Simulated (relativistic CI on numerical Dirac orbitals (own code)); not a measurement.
**Kr VIII: computed level list**

Method of calculation: Dirac-Coulomb-Breit CI, separate exchange-only KLI orbitals for each configuration, model QED (radiative potential, 1s self-energy scaled to tabulated hydrogen-like ionisation energies), valence Slater integrals scaled by 0.9, configuration energies shifted to the measured levels that pair with them (semi-empirical) (own radial code, finite nucleus).

Configurations in the expansion (outside the closed core [Ar]): 3d¹⁰4s, 3d¹⁰4p, 3d¹⁰4d, 3d¹⁰5s, 3d¹⁰5p, 3d¹⁰4f, 3d¹⁰5d, 3d⁹4s², 3d¹⁰6s, 3d¹⁰6p, 3d¹⁰5f, 3d¹⁰5g, 3d¹⁰6d, 3d⁹4s4p, 3d¹⁰7s, 3d¹⁰7p, 3d¹⁰7d, 3d⁹4p², 3d⁸4s4p², 3d⁹4p4d, 3d⁸4s4d², 3d⁹4p5s, 3d⁹4s4d, 3d⁹4p4f, 3d⁹4d², 3d⁸4s²4p, 3d⁸4s4f², 3d⁹4s5s, 3d⁹4d5s, 3d⁹4s5p. Levels of other configurations are missing.

The lowest level is 3d¹⁰4s ²S1/2, with 100 % of that term; Hund's rules for 3d¹⁰4s give ²S with J = 1/2, in agreement.

```
No.  Configuration  Term    J  E (cm⁻¹)    %  Landé g
  1         3d¹⁰4s    ²S  1/2         0  100    2.002
  2         3d¹⁰4p   ²P°  1/2    143842  100    0.665
  3         3d¹⁰4p   ²P°  3/2    153330  100    1.334
  4         3d¹⁰4d    ²D  3/2    374072  100    0.799
  5         3d¹⁰4d    ²D  5/2    375351  100    1.200
  6         3d¹⁰5s    ²S  1/2    490087  100    2.002
  7         3d¹⁰5p   ²P°  1/2    546730  100    0.666
  8         3d¹⁰5p   ²P°  3/2    550395  100    1.334
  9         3d¹⁰4f   ²F°  7/2    562720  100    1.143
 10         3d¹⁰4f   ²F°  5/2    562776  100    0.857
 11         3d¹⁰5d    ²D  3/2    641089  100    0.799
 12         3d¹⁰5d    ²D  5/2    641604   99    1.200
 13         3d⁹4s²    ²D  5/2    657149   97    1.199
 14         3d⁹4s²    ²D  3/2    667229   98    0.798
 15         3d¹⁰6s    ²S  1/2    692518  100    2.002
 16         3d¹⁰6p   ²P°  1/2    720613  100    0.666
 17         3d¹⁰6p   ²P°  3/2    722452  100    1.334
 18         3d¹⁰5f   ²F°  7/2    724981  100    1.143
 19         3d¹⁰5f   ²F°  5/2    725022  100    0.857
 20         3d¹⁰5g    ²G  7/2    733088  100    0.889
 21         3d¹⁰5g    ²G  9/2    733096  100    1.111
 22         3d¹⁰6d    ²D  3/2    768935  100    0.799
 23         3d¹⁰6d    ²D  5/2    769231  100    1.200
 24        3d⁹4s4p   ⁴P°  5/2    775922   92    1.578
 25        3d⁹4s4p   ⁴P°  3/2    783011   82    1.622
 26        3d⁹4s4p   ⁴F°  5/2    783545   62    0.998
 27        3d⁹4s4p   ⁴F°  7/2    783809   77    1.242
 28        3d⁹4s4p   ⁴F°  9/2    787849  100    1.333
 29        3d⁹4s4p   ⁴F°  3/2    788534   92    0.483
 30        3d⁹4s4p   ⁴P°  1/2    789345   91    2.467
 31        3d⁹4s4p   ²F°  5/2    795132   64    0.970
 32         3d¹⁰7s    ²S  1/2    796490  100    2.002
 33        3d⁹4s4p   ²D°  3/2    797212   53    1.044
 34        3d⁹4s4p   ⁴D°  7/2    797637   81    1.376
 35        3d⁹4s4p   ⁴D°  5/2    799210   47    1.263
 36        3d⁹4s4p   ²P°  3/2    801043   63    1.242
 37        3d⁹4s4p   ²P°  1/2    801444   94    0.751
 38        3d⁹4s4p   ⁴D°  1/2    803026   93    0.116
 39        3d⁹4s4p   ²F°  7/2    804119   70    1.188
 40        3d⁹4s4p   ⁴D°  3/2    806753   49    1.070
 41        3d⁹4s4p   ²D°  5/2    809179   63    1.243
 42         3d¹⁰7p   ²P°  1/2    812487  100    0.666
 43         3d¹⁰7p   ²P°  3/2    813539  100    1.334
 44        3d⁹4s4p   ²P°  3/2    840291   95    1.316
 45        3d⁹4s4p   ²F°  7/2    840522   97    1.143
```

Energies count from the lowest computed level; ° marks odd parity.

The mean weight of the leading LS term, summed over parents, in these 45 levels is 90 %, and that of the leading jj configuration (from the same eigenvectors) 86 %.

Configurations whose levels could be paired with our table of measured levels were shifted onto them, all but the ground configuration, by the median error of their levels; single terms can still be off by 1,000 to 2,000 cm⁻¹ or more, and rates follow the energies as ν³ (E1, M1) or ν⁵ (E2). The others borrow a shift and can be off by several thousand cm⁻¹ or more. 31 of the 69 excited levels that our extract of the measured tables holds in this range could be paired (the sources list more); they are missed by 41 cm⁻¹ on average and 309 at most, after the shifts were fitted to these levels, and levels without a partner can miss by more.

LS names give the leading component of a level, which can be under half, so a name can repeat, a term be missing and a line seem to break the LS rules.
